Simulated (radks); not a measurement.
The nuclear charge of neutral gallium is varied continuously with 31 electrons held in [Ar] 3d10 4s2 4p1. All-electron calculation, Dirac Kohn-Sham, PBE, spin-unpolarised, spherical densities, finite nucleus; open shells are shared between the two j in proportion to 2j + 1; Fermi nuclear charge, rms radius 3.9973 fm. Program: a radial shooting solver on a logarithmic mesh with Libxc functionals. By the Hellmann-Feynman theorem dE/dZ = E(electron-nucleus)/Z, the electronic potential at the nucleus (averaged over a nucleus of fixed radius).

Z     E (hartree)  E(electron-nucleus)/Z (hartree)   HOMO  e(HOMO) (eV)  <r> HOMO (bohr)
30.8  -1913.87947                         -149.974  4p3/2        -1.257            3.829
30.9  -1928.91035                         -150.643  4p3/2        -1.875            3.619
31    -1944.00807                         -151.311  4p3/2        -2.542            3.449
31.1  -1959.17254                         -151.978  4p3/2        -3.251            3.307
31.2  -1974.40368                         -152.645  4p3/2        -4.000            3.185
31.3  -1989.70143                         -153.310  4p3/2        -4.785            3.078
31.4  -2005.06572                         -153.975  4p3/2        -5.604            2.983
31.5  -2020.49650                         -154.640  4p3/2        -6.456            2.897
31.6  -2035.99374                         -155.305  4p3/2        -7.339            2.820
31.7  -2051.55740                         -155.969  4p3/2        -8.252            2.749
31.8  -2067.18745                         -156.632  4p3/2        -9.194            2.684
31.9  -2082.88385                         -157.296  4p3/2       -10.165            2.624
32    -2098.64659                         -157.959  4p3/2       -11.162            2.568

The central difference of E at Z = 31 is -151.311 hartree, to compare with the third column; the second derivative is -6.67 hartree.
